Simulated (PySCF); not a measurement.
Compound: C3H8FNSi.
Z-matrix (Å and degrees, GFN2-xTB geometry), rows numbered from 1:
```
F 
Si  1  1.6165
C   2  1.8955  1  115.31
C   3  1.5320  2  103.70  1    99.47
C   4  1.5281  3  107.89  2    33.27
N   5  1.4519  4  106.04  3   -42.38
H   2  1.4538  1  103.58  3  -128.91
H   3  1.0897  2  110.22  1  -142.92
H   3  1.0873  2  114.98  1   -21.85
H   4  1.0907  3  112.28  2   155.86
H   4  1.0906  3  108.88  2   -84.09
H   5  1.0994  4  110.25  3    78.27
H   5  1.0939  4  111.24  3  -161.79
H   6  1.0058  2  126.05  1    77.62
```

Probes without a nucleus sit at each ring's centroid and 1 Å off its mean plane on both sides; NICS is minus the shielding there, NICSzz its component along the normal. Level: GIAO PBE0/pcSseg-1 (PySCF, non-relativistic, gas phase) on the GFN2-xTB geometry, one conformer.

Ring bond lengths (Å), with Mayer bond orders in brackets: Si2–C3 1.895 (0.89), C3–C4 1.532 (1.03), C4–C5 1.528 (1.03), C5–N6 1.452 (0.96), N6–Si2 1.708 (1.04).

**Question.** What do the NICS probes read (ppm)?

**Answer.** 
```tsv
ring	type	NICS(0)	NICS(1), two faces	NICS(1)zz, two faces	rms pucker (Å)	centre to ring atoms, mean (Å)
Si2–C3–C4–C5–N6	5-membered ring with N and Si; formal bonds all single	-6.5	-3.6 / -3.6	-3.9 / -2.5	0.17	1.36
```

**Question.** What do they say, and how far can they be read as aromaticity?

**Answer.** 
- Si2–C3–C4–C5–N6: mean NICS(1)zz -3.2 ppm, shielded. Si2, C3, C4, C5 have four or more neighbours, and the NICS criterion for π rings isn't applied.

**Question.** What is the mean of the two in-plane components of NICS at the first NICS(1) probe listed for ring Si2–C3–C4–C5–N6, 1 Å off the ring?

**Answer.** The isotropic value is a third of the trace: (3 × -3.6 − (-3.9))/2 = -3.5 ppm.

**Question.** What are the shieldings of the ring atoms and their hydrogens in the same run (means over atoms taken as equivalent)?

**Answer.** 
```tsv
atoms	environment	σ isotropic (ppm)
Si2	fluorine-bound silicon	349.2
C3	sp3 carbon bound to silicon	173.8
C4	ring CH2 carbon	159.9
C5	sp3 carbon bound to nitrogen	138.8
N6	silicon-bound nitrogen	212.0
H7	Si–H hydrogen	26.56
H8	methylene hydrogen	31.33
H9	methylene hydrogen	30.76
H10	methylene hydrogen	29.81
H11	methylene hydrogen	29.89
H12	methylene hydrogen	28.73
H13	methylene hydrogen	28.37
H14	N–H hydrogen	30.25
```

Hardware: one thread of an Arm Neoverse V1, shared host with 32 logical CPUs at a one-minute load of 9.9. Cost: 17 s, 0.71 GiB resident at most. This is the whole shielding run at PBE0/pcSseg-1, SCF included.
